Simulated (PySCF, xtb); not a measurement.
**Isomers of GeHNS in order of energy**

3 gas-phase structures of GeHNS, found in a search over its isomers (lower ones may exist). Each was relaxed with GFN2-xTB:

A. a singlet given by its coordinates
B. `[NH]=[Ge]=[S]`, a singlet
C. `S[N+]#[Ge-]`, a singlet

A (Å):

```xyz
4

Ge    0.7929    1.0522    0.3155
N    -0.7227    0.0054    0.4421
S     0.6418   -1.0846   -0.0430
H    -1.1510   -0.3107    1.3053
```

Close contacts (Å): Ge1–N2 1.85, Ge1–S3 2.17, N2–S3 1.81, N2–H4 1.01.

**Question.** Make a reasoned guess at their ranking by r2SCAN-D4/def2-SVP single-point energy.

**Answer.** Calculated order at r2SCAN-D4/def2-SVP: B (0.000), A (0.023), C (0.235) eV. Less than 1 kcal/mol parts B and A, so the order within that pair means little. CCSD(T)/def2-TZVP after further relaxation puts A lowest instead.

Energies above the lowest of each column, in eV; the last columns are at PBE0-D4/def2-SVP geometries:

| structure | GFN2-xTB | HF/STO-3G | r2SCAN-D4/def2-SVP | PBE0-D4/def2-SVP | CCSD(T)/def2-TZVP |
| --- | --- | --- | --- | --- | --- |
| B | 0.396 | 1.355 | 0.000 | 0.152 | 0.046 |
| A | 0.000 | 0.027 | 0.023 | 0.000 | 0.000 |
| C | 0.356 | 0.000 | 0.235 | 0.334 | 0.364 |

CCSD(T)/def2-TZVP puts A lowest; HF/STO-3G picks C, r2SCAN-D4/def2-SVP picks B. CCSD(T)/def2-TZVP orders those it was run on as A (0.000), B (0.046), C (0.364) eV. Large T1 diagnostics make some coupled-cluster values less sure.

Programs: PySCF 2.14.0, xtb 6.7.1.
